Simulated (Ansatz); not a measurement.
Consider the atomization: `CCC1C=CCC1` → 7 C• + 12 H•.

Computed with Ansatz on PBE0-D4/def2-TZVP structures; ΔE is electronic, products minus reactants. CCSD(T)/CBS adds triple-zeta CCSD(T) − MP2 to the extrapolated MP2 energy (def2 sets, frozen cores). This one scheme is used for every species, atoms too. For atomizations the MP2-based limit and the directly extrapolated one differ by several kJ/mol either way, and by 10 to 25 for some Ge, Se and Sn compounds, so smaller differences from it don't rank the levels. Functionals use def2-TZVPP. HSE06 is defined as in plane-wave codes. Open shells (•) are unrestricted, without spin–orbit coupling. Spin–orbit coupling would lower the free atoms: a little for C. Each species was taken in one conformer, which may not be the lowest.

`CCC1C=CCC1`:

Z-matrix (Å, degrees):
```
C
C 1 1.519
H 1 1.093 2 111.4
H 1 1.094 2 111.0 3 119.8
H 1 1.092 2 111.4 3 -120.2
C 2 1.523 1 113.2 3 -61.0
H 2 1.096 1 109.5 3 177.1
H 2 1.097 1 110.0 3 60.7
C 6 1.541 2 114.2 1 64.0
C 6 1.504 2 114.3 1 -178.8
H 6 1.102 2 107.5 1 -58.2
C 9 1.536 6 106.0 2 144.6
H 9 1.095 6 108.4 2 27.6
H 9 1.091 6 113.1 2 -91.1
C 10 1.327 6 112.4 2 -136.9
H 10 1.085 6 122.5 2 45.3
H 12 1.098 9 111.8 6 97.2
H 12 1.094 9 112.7 6 -143.2
H 15 1.084 10 125.1 6 -177.9
```

| level | ΔE (kJ/mol) |
| --- | --- |
| HSE06-D4 | 8088.5 |
| HF/def2-QZVPP | 6047.5 |

Question: What does CCSD(T)/CBS give? (Best estimate.)

Answer: Ansatz gave: +7989.4 kJ/mol. The listed levels differ from it by 99.1, -1941.9 kJ/mol.

Largest T1 diagnostic among the species: 0.010.

Leaving LDA and LC-ωPBE aside and taking each functional with its dispersion term where it has one, the values, not all of them listed here, spread over 361.2 kJ/mol, from BHLYP-D4 to PBE-D4. LDA lies +965.3 kJ/mol from PBE without D4, its usual overbinding. The D4 term adds +67.0 kJ/mol with B3LYP and +35.7 kJ/mol with PBE0; it sums over pairs of atoms, weighted by their polarisabilities, and B3LYP, whose exchange is more repulsive, gets the larger term. At CCSD(T), def2-SVP lies −266.5 kJ/mol from the extrapolated value and def2-TZVPP −164.7 kJ/mol: correlation converges slowly with the basis, and small sets miss more of it in the bonded molecule than in its fragments.

B3LYP here is the variant with VWN-RPA as its local correlation; programs differ in this.
